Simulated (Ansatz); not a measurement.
`[AlH2][SiH](Cl)[AsH2]` + CH₃OH → `CO[AsH2]` + `[AlH2][SiH2]Cl` at 600 K and 1 bar (cleavage of the As–Si bond).

Gas-phase electronic energies from Ansatz, PBE0-D4/def2-TZVP geometries. CBS: MP2 limit from def2 TZ/QZ plus the TZ coupled-cluster correction, frozen cores. This one scheme is used for every species. For As outer-core shells are correlated without core-valence functions, which leaves a few kJ/mol of doubt a bond. Scalar relativity is left out up to krypton.

```csv
species,CCSD(T)/CBS energy (Eh),H − E (kJ/mol),S (J/(mol·K))
`[AlH2][SiH](Cl)[AsH2]`,-3228.91795,173.3,497.6
CH₃OH,-115.61712,163.6,277.3
`CO[AsH2]`,-2351.21577,193.9,357.7
`[AlH2][SiH2]Cl`,-993.29495,133.4,406.0
```

H − E and S are ideal-gas, rigid-rotor, harmonic terms from PBE0-D4/def2-TZVP, for one conformer and one mirror image of each species. 1 Eh = 2625.50 kJ/mol, R = 8.31446 J/(mol·K).

Q: By hand: ΔE, ΔH, ΔS and ΔG.

A: ΔE = (-2351.21577) + (-993.29495) − (-3228.91795) − (-115.61712) = 0.02435 Eh = 63.9 kJ/mol. Δ(H − E) = 193.9 + 133.4 − 173.3 − 163.6 = -9.6, so ΔH = 54.3 kJ/mol. ΔS = 357.7 + 406.0 − 497.6 − 277.3 = -11.2 J/(mol·K). ΔG = 54.3 − 600 × (-11.2)/1000 = 61.0 kJ/mol.

Q: By hand: the equilibrium constant, and the temperature at which ΔG would vanish if ΔH and ΔS stayed fixed.

A: log₁₀ K = −ΔG/(RT ln 10) = -5.3. ΔH and −TΔS have one sign here, so there is no such temperature.

The number of gas molecules stays the same, so ΔS is small and ΔH decides. A doubt of 5 kJ/mol in ΔE shifts log₁₀ K by 0.4 here. Other conformers and mirror images would add mixing entropy, several J/(mol·K) or more a flexible species. Modes under 60 cm⁻¹, often nearly free rotors, make the harmonic entropy too high. These are equilibria of isolated gas molecules and say nothing of rates. Largest T1 diagnostic: 0.012 (customary marks: 0.02 for closed shells, 0.045 for open ones).

ΔS is within the doubt of such terms, so its sign, and with it that verdict, could turn.
